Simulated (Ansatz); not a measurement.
`C[SiH]1CS1` + PH₃ → `P[SiH]1CS1` + CH₄ at 400 K and 1 bar (ligand exchange at the Si–C bond).

Program: Ansatz. Geometries: PBE0-D4/def2-TZVP. ΔE: electronic, gas phase. CCSD(T)/CBS adds triple-zeta CCSD(T) − MP2 to the extrapolated MP2 energy (def2 sets, frozen cores). This one scheme is used for every species. Each species was taken in one conformer, which may not be the lowest.

```csv
species,CCSD(T)/CBS energy (Eh),H − E (kJ/mol),S (J/(mol·K))
`C[SiH]1CS1`,-766.58382,222.1,346.8
PH₃,-342.72256,77.1,221.7
`P[SiH]1CS1`,-1068.85395,174.3,362.8
CH₄,-40.46206,131.3,197.2
```

H − E and S are ideal-gas, rigid-rotor, harmonic terms from PBE0-D4/def2-TZVP, for one conformer and one mirror image of each species. 1 Eh = 2625.50 kJ/mol, R = 8.31446 J/(mol·K).

Q: By hand: ΔE, ΔH, ΔS and ΔG.

A: ΔE = (-1068.85395) + (-40.46206) − (-766.58382) − (-342.72256) = -0.00963 Eh = -25.3 kJ/mol. Δ(H − E) = 174.3 + 131.3 − 222.1 − 77.1 = 6.4, so ΔH = -18.9 kJ/mol. ΔS = 362.8 + 197.2 − 346.8 − 221.7 = -8.5 J/(mol·K). ΔG = -18.9 − 400 × (-8.5)/1000 = -15.5 kJ/mol.

Q: By hand: the equilibrium constant, and the temperature at which ΔG would vanish if ΔH and ΔS stayed fixed.

A: log₁₀ K = −ΔG/(RT ln 10) = 2.0. ΔG = 0 at ΔH/ΔS = 2224 K, though so small a ΔS makes that figure unsure.

The number of gas molecules stays the same, so ΔS is small and ΔH decides. A doubt of 5 kJ/mol in ΔE shifts log₁₀ K by 0.7 here. Other conformers and mirror images would add mixing entropy, several J/(mol·K) or more a flexible species. These are equilibria of isolated gas molecules and say nothing of rates. Largest T1 diagnostic: 0.013 (customary marks: 0.02 for closed shells, 0.045 for open ones).
